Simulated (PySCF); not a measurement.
C6H7O2 (doublet state).
Structure used (GFN2-xTB), in Å, numbered top down from 1:
```
atom  x, y, z in Å
C1    -2.3643    1.0312    0.5398
C2    -1.3744    0.3598   -0.1085
C3    -1.3629   -0.3398   -1.3340
C4    -0.0705   -0.8369   -1.5139
C5     0.6514   -0.4322   -0.4129
O6     1.9372   -0.6689   -0.1365
C7     2.4233   -0.1278    1.0777
O8    -0.1050    0.2839    0.4410
H9    -3.3442    1.0870    0.1104
H10   -2.1820    1.5106    1.4815
H11   -2.2018   -0.4549   -1.9876
H12    0.3090   -1.4160   -2.3293
H13    3.4703   -0.4167    1.1331
H14    1.8761   -0.5329    1.9328
H15    2.3334    0.9616    1.0845
```

The hyperfine couplings belong to this conformer and change with its torsions.

The species is `[CH2]C1=CC=C(OC)O1` [radical].

Level of theory: PySCF 2.14.0, UKS B3LYP, pcH-1 on C H O, non-relativistic, mean-field spin-orbit, GIAO. The structure is a single GFN2-xTB conformer in the gas phase; no vibrational or solvent corrections. A GFN2-xTB geometry isn't a minimum of the functional, and hyperfine couplings can be far from their values at a DFT geometry. No stability test was run, so a lower SCF solution isn't excluded.

The largest Mulliken spin populations are on C1 (+0.60), C3 (+0.40), C5 (+0.26) and C2 (-0.18). Three atoms exceed +0.15. The angles at C1 add up to 360.0°, so it is planar.

Problem. Test a(H) = Q·ρ(C) for the protons on planar carbons with a spin population beyond ±0.08.

Solution. 
| H | C | ρ(C) | a(H) (G) | a/ρ (G) |
| --- | --- | --- | --- | --- |
| H9 | C1 | +0.603 | -12.66 | -21.0 |
| H10 | C1 | +0.603 | -13.00 | -21.5 |
| H11 | C3 | +0.400 | -9.82 | -24.5 |

A least-squares line through the origin gives Q = -21.9 G with Mulliken populations. In every row coupling and population have opposite signs.

Couplings in gauss use g_iso = 2.0028.
